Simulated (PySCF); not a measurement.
Ligands exchanged one at a time, In Cl-SH. Isolated molecules, 0 K electronic values unless said otherwise. One relaxed conformer stands for each flexible species; it need not be the lowest. Strings in code marks are SMILES.

The four lowest singlet excitations (Tamm–Dancoff). These are B3LYP-D3(BJ)/def2-TZVP // PBE0-D4/def2-TZVP (PySCF) values and carry that method's errors. B3LYP has the VWN-RPA correlation part, as in Gaussian. Excitations are Tamm–Dancoff values on a coarser integration grid. The basis has no diffuse functions, so Rydberg states are missing or too high.

| state | energy (eV) | wavelength (nm) | oscillator strength |
|---|---|---|---|
| S1 | 4.33 | 287 | 0.000 |
| S2 | 4.33 | 287 | 0.000 |
| S3 | 5.05 | 245 | 0.046 |
| S4 | 5.15 | 241 | 0.000 |

Task: Say which member gives these states.
A. `[SH][In]([SH])[SH]`
B. `[SH][In]([SH])[Cl]` (H–S–In–Cl torsion -180°, Cl–In–S–H torsion 0°)
C. `[SH][In]([Cl])[Cl]` (H–S–In–Cl torsion 0°)
D. `[Cl][In]([Cl])[Cl]`

Result: A, `[SH][In]([SH])[SH]`
